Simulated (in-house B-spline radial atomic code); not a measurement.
## RPA and G0W0 on PBE0: Mn⁺

Configuration [Ar] 3d5 4s1, highest spin, mean-field start PBE0. Computed with a B-spline radial code for spherical atoms: all electrons, non-relativistic, point nucleus, each spin shell either full or empty, empty states to l = 9 with an (l + 1/2)⁻⁴ tail; G0W0 by contour deformation at full frequency.

Command:
```bash
python run_gw.py task.json out
```
Settings (radii: box in bohr, nucleus in fm):
```
Z                        25
electrons                24
configuration            [Ar] 3d5 4s1
hamiltonian              nr
method                   pbe0
lmax                     9
spin_polarised           True
box_radius               23.78
intervals                52
ion_configuration        [Ar] 3d5
```

Cost of the run: 7 s on 1 thread of Arm Neoverse N1 (shared host).

Energies (hartree):

```csv
term,value
mean-field total,-1150.53174
Hartree-Fock functional on these orbitals,-1149.63813
direct second order,-1.821
second-order exchange,0.60729
SOSEX correction,0.54815
```

Problem. What is the RPA correlation energy, and what remains with SOSEX?

Solution. RPA gives -1.5623 hartree (-1.77 eV per electron); RPA + SOSEX gives -1.0141, and the second-order doubles -1.2137 hartree (no singles). RPA lacks exchange-type terms and so overcorrelates at short range.

Quasi-particle levels (eV):

| level | occupied | mean field | Σx - vxc | Σc | QP weight | G0W0 |
| --- | --- | --- | --- | --- | --- | --- |
| 4s up | yes | -13.131 | -1.87 | ? | ? | ? |
| 3d down | no | -8.768 | 9.10 | -5.87 | 0.860 | -5.535 |

G0W0 = mean field + (Σx - vxc) + Σc, with Σc (partial-wave tail included) taken at the quasi-particle energy. Only the outer levels were computed. Levels of low weight are left out.

Problem. Where does G0W0 put 4s up?

Solution. At -16.119 eV, with Σc = -1.12 eV and a quasi-particle weight of 0.941. The tabulated removal energy is 15.640 eV (NIST, measured); the calculation leaves out relativity, Breit and QED terms, and what these don't explain is the method's own error.

Problem. What does it cost to remove one electron (to [Ar] 3d5) by differences of total energies, each species on its own start (correlation terms add to the Hartree-Fock functional)?

Solution. PBE0 15.785 eV, Hartree-Fock functional 14.617 eV, + RPA 15.972 eV, + RPA + SOSEX 15.297 eV, + second order 15.821 eV. Tabulated: 15.640 eV (NIST, measured); the calculation leaves out relativity, Breit and QED terms, and what these don't explain is the method's own error.
